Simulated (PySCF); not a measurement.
## Correlation energy of C (carbon, neutral)

[He] 2s2 2p2, high-spin 3P determinant. Computed with PySCF 2.14 in x2c-TZVPall, with scalar relativity by spin-free X2C-1e. Frozen: 1s2; 4 electrons correlated.

MP2 pair energies summed by pair of shells (mhartree):

| pair | energy | share (%) |
| --- | --- | --- |
| 2s-2p | -40.41 | 61.1 |
| 2s-2s | -18.53 | 28.0 |
| 2p-2p | -7.19 | 10.9 |

Total MP2 correlation energy: -66.13 mhartree.

Same-spin part -12.43 and opposite-spin part -53.70 mhartree; SCS-MP2 scales them by 1/3 and 6/5 to -68.58 mhartree.

```json
{"level": "CCSD", "correlation energy (mhartree)": "-86.53"}
{"level": "(T)", "correlation energy (mhartree)": "-2.03"}
{"level": "CCSD(T)", "correlation energy (mhartree)": "-88.56"}
```

Diagnostics: T1 = 0.0089, D1 = 0.0171, largest double amplitude 0.105.

Task: Is a single reference adequate?

Result: Mostly. T1 lies below 0.03, but a double amplitude of this size points to a near-degeneracy that CCSD handles and MP2 describes poorly.
